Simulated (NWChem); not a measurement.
# Si₂H₃, doublet; SMILES [Si][SiH3]

In the optimisation the excess spin sits in a" (Cs, its own frame).

**Question.** Give the equilibrium geometry at PBE0/def2-SVP, spin-unrestricted (NWChem) as an XYZ file, with the point group.

**Answer.** point group Cs; any orientation.
```
5

Si    -0.0196     1.3436     0.0000
Si    -0.0076    -1.0381     0.0000
H     -0.5888    -1.7005     1.2134
H      1.4749    -1.3140     0.0000
H     -0.5888    -1.7005    -1.2134
```
